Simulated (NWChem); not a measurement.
Molecule: Si2H5, doublet; SMILES [SiH2][SiH3]

```xyz
7

Si     0.0637    -1.2099     0.0000
Si     0.0071     1.1220     0.0000
H     -0.5134    -1.8424     1.2267
H     -0.5134    -1.8424    -1.2267
H      0.7129     1.6262    -1.2172
H      0.7129     1.6262     1.2172
H     -1.3894     1.6641     0.0000
```
Atoms are numbered in this order, from 1.

Computed with NWChem. Spin-unrestricted. Structure relaxed at the PBE0/def2-SVP, spin-unrestricted level. No stability test was run on the SCF state. Vertical excitations in the gas phase; the lowest state need not have the same character in each row. Excited states of an open shell can be spin-contaminated.

```json
[
 {"level": "PBE/def2-SVP, TDA", "lowest excitation (eV)": "3.83", "oscillator strength of that lowest state": "0.005", "lowest empty minus highest occupied level, either spin (eV)": "1.64"},
 {"level": "B3LYP/def2-SVP, TDA", "lowest excitation (eV)": "3.96", "oscillator strength of that lowest state": "0.007", "lowest empty minus highest occupied level, either spin (eV)": "2.93"},
 {"level": "LDA (Slater exchange, VWN5)/def2-SVP, TDA", "lowest excitation (eV)": "?", "oscillator strength of that lowest state": "0.004", "lowest empty minus highest occupied level, either spin (eV)": "?"},
 {"level": "LRC-wPBEh/def2-SVP, TDA", "lowest excitation (eV)": "4.20", "oscillator strength of that lowest state": "0.008", "lowest empty minus highest occupied level, either spin (eV)": "7.13"}
]
```

Problem. Some entries are withheld; supply them.

Solution. 
- LDA (Slater exchange, VWN5)/def2-SVP, TDA, lowest excitation (eV): 3.58
- LDA (Slater exchange, VWN5)/def2-SVP, TDA, lowest empty minus highest occupied level, either spin (eV): 1.18
